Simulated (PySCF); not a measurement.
# Ag⁺ (silver, charge +1) across methods

[Kr] 4d10, closed-shell 1S. Calculation: PySCF 2.14, in x2c-TZVPPall (8s6p6d2f1g, 79 functions); scalar relativity by spin-free X2C-1e.

```csv
method,E (hartree),mean ε 4s (eV),mean ε 4p (eV),mean ε 4d (eV),Σ⟨r²⟩ (bohr²),⟨S²⟩
r2SCAN,-5315.10,-105.63,-68.478,-15.799,34.89,0.000
B97-3,-5314.79,-109.00,-71.273,-17.538,34.87,0.000
PBE,-5314.69,-103.11,-66.802,-15.647,35.24,0.000
LDA,-5309.59,-103.20,-66.961,-15.929,35.30,0.000
M06-2X,-5315.55,-112.70,-74.647,-19.516,34.79,0.000
UHF,-5312.57852,-124.23,-82.788,-22.047,34.43,0.000
PBE0,-5314.77,-108.66,-71.051,-17.468,34.89,0.000
wB97X-V,-5314.83,-110.42,-73.194,-19.973,34.93,0.000
```

Estimate the same row for MN15.

E (hartree) = -5318.59; mean ε 4s (eV) = -105.29; mean ε 4p (eV) = -70.300; mean ε 4d (eV) = -18.344; Σ⟨r²⟩ (bohr²) = 34.83; ⟨S²⟩ = 0.000.
